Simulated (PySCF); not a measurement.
Distorted geometries of Pb(CH3)(OH)

Pb(CH3)(OH) (singlet). PySCF 2.14.0, RKS PBE0, Pb def2-SVP with ECP60, C def2-SVP, H def2-SVP, O def2-SVP; non-relativistic Hamiltonian with scalar-relativistic core potentials where named; density fitting; no spin-orbit coupling. Relaxed geometry:

```xyz
7

Pb   -0.0334    0.4706   -0.1195
C     1.8105    0.0598    1.1707
H     2.5125   -0.6146    0.6533
H     2.3415    0.9976    1.4030
H     1.4575   -0.4077    2.1014
O    -1.2757   -0.2570    1.4339
H    -2.2067   -0.2175    1.1835
```

Task: Order these distorted geometries by energy above the relaxed one, lowest first.
A.
```xyz
7

Pb   -0.0198    0.4386    0.0452
C     2.0348    0.1283    0.9205
H     2.5494   -0.7160    0.7957
H     2.2936    0.8541    1.3350
H     1.3566   -0.3034    1.9668
O    -1.3790   -0.0652    1.5075
H    -2.2293   -0.3053    1.2557
```
B.
```xyz
7

Pb   -0.0285    0.4673   -0.1721
C     1.8117    0.0328    1.2166
H     2.4876   -0.6876    0.6374
H     2.3213    1.0337    1.4111
H     1.4920   -0.3995    2.0815
O    -1.2453   -0.2375    1.4361
H    -2.2325   -0.1779    1.2157
```
C.
```xyz
7

Pb   -0.0537    0.5398   -0.1070
C     1.8318    0.0537    1.1374
H     2.5703   -0.6010    0.6049
H     2.3439    0.9777    1.4257
H     1.3910   -0.4106    2.1277
O    -1.3277   -0.2669    1.4134
H    -2.1492   -0.2614    1.2241
```

Result: B (0.29 eV), C (0.66 eV), A (3.05 eV).

Task: Which forces (eV/Å) act in the one that lies 0.29 eV up?

Result: 
```
Pb   0.18 -0.28  0.77
C    1.79  1.75 -3.96
H   -0.51  1.00  0.75
H   -0.28 -1.18 -0.21
H   -1.21 -1.41  2.95
O   -2.03  0.25 -0.72
H    2.07 -0.13  0.43
```
Forces carry noise of the integration grid, about 0.01 to 0.03 eV/Å.
